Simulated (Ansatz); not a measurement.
**A geometry optimisation of ClHSiSn with PBE0-D3(BJ)/def2-SVP**

The starting geometry of this gas-phase singlet was optimised with GFN2-xTB.

```yaml
atoms:
  - { symbol: Cl, position_ang: [2.0757, 0.8459, 0.6015] }
  - { symbol: Si, position_ang: [-1.2822, 0.8978, 0.1952] }
  - { symbol: Sn, position_ang: [0.7575, 0.9597, -1.4348] }
  - { symbol: H, position_ang: [-1.4382, -0.6212, 0.1335] }
```

Q: Predict what it relaxes into with PBE0-D3(BJ)/def2-SVP.

A: A new bond forms, giving a structure with Cl1 bridging Si2 and Sn3, H4 bridging Sn3 and Si2, given below by its coordinates. Distances that change by over a tenth: Sn3–H4 (3.13 → 2.21 Å). Contacts that close: Cl1–Si2 (3.38 → 2.37 Å).

The energy falls by 0.61 eV over 13 steps:

```csv
step,E − E(last) (eV)
1,0.612
2,0.450
4,0.087
5,0.073
6,0.035
8,0.009
9,0.000
10,0.000
12,0.000
13,0.000
```

Final geometry (Å):

```xyz
4

Cl    1.4136    0.7543    0.8196
Si   -0.9166    1.0525    0.5064
Sn    0.4749    0.6789   -1.6091
H    -0.8591   -0.4035   -0.2215
```

Frequencies at the end are all real (lowest 167 cm⁻¹). Atoms past krypton carry core potentials, without spin–orbit terms. Run with Ansatz 0.2.0, 84 s on 1 thread of Intel(R) Xeon(R) Processor @ 2.50GHz (Skylake/Cascade Lake), with other jobs on the host.
